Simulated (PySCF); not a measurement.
**Electric field gradients and quadrupole coupling constants**

Species: C₂H₇BF₂Si₂.
SMILES with atom numbers: `[F:1][B:2]([F:3])[SiH:4]1[CH2:5][SiH2:6][CH2:7]1` (hydrogens: H8 on Si4; H9, H10 on C5; H11, H12 on Si6; H13, H14 on C7)

Geometry (PBE0-D3(BJ)/def2-SVP, Å), atoms numbered from 1 in this order:
```
atom  x, y, z in Å
F1     3.4372    0.0345   -0.6530
B2     2.2317    0.4272   -0.2870
F3     2.0756    1.7293   -0.1165
Si4    0.6585   -0.8264   -0.0190
C5    -0.4274   -0.2258    1.4301
Si6   -1.4898    0.6768    0.1334
C7    -0.7291   -0.3813   -1.2559
H8     1.0937   -2.2575    0.0080
H9    -0.9823   -1.0681    1.8767
H10    0.0337    0.3565    2.2398
H11   -2.9731    0.5797    0.3035
H12   -1.1095    2.1157    0.0053
H13   -0.4709    0.0915   -2.2134
H14   -1.3547   -1.2665   -1.4611
```

Field gradients from the PBE0/pcSseg-1 density (PySCF, non-relativistic), principal values in atomic units, ordered |Vxx| ≤ |Vyy| ≤ |Vzz|:

```csv
atom,Vxx,Vyy,Vzz
B2,-0.0831,-0.2872,0.3703
```

Find the asymmetry η = (Vxx − Vyy)/Vzz and the couplings χ = eQV/h (234.96 MHz × Q in barn × V in au), with Q(11B) = 0.04059 b.

| atom | environment | nucleus | η | χzz (MHz) | χxx (MHz) | χyy (MHz) |
| --- | --- | --- | --- | --- | --- | --- |
| B2 | three-coordinate boron | 11B | 0.55 | 3.532 | -0.793 | -2.739 |

The tensor is traceless: Vxx + Vyy + Vzz = 0.

What is Vzz at B2 in SI units (1 au = 9.71736 × 10²¹ V/m²)?

0.3703 au = 3.599 × 10²¹ V/m².

Were the hydrogens deuterons (Q(2H) = 0.00286 b), χzz would run from 94 kHz (H11, H8 and H12) to 208 kHz (H13 and H10).

Geometry: PBE0-D3(BJ)/def2-SVP, one conformer, isolated molecule. With a basis this small, the couplings can be 20 % off.

The run behind these numbers computed NMR shieldings as well. Time: 21 s; peak memory 0.94 GiB. Hardware: Arm Neoverse V2, one thread, no GPU, on a shared host.
